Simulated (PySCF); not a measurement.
AsH₃, SMILES [AsH3]. Coordinates come from a PBE-D3(BJ)/def2-TZVPD optimisation.

TDA-M06-2X/def2-TZVPD in PySCF puts the lowest singlet excitations at 6.85, 7.09, 7.09, 8.85, 9.12, 9.12 eV.

**Question.** What are the lowest excitation roots from ADC(2)/aug-cc-pVDZ (PySCF 2.14.0)? (Estimate from the structure and the level; the computed values follow.)

**Answer.** 6.72, 7.25, 7.25, 8.29, 8.29, 8.61 eV. S1 differs by -0.14 eV (second minus first; roots are paired by order, and the bases may differ).
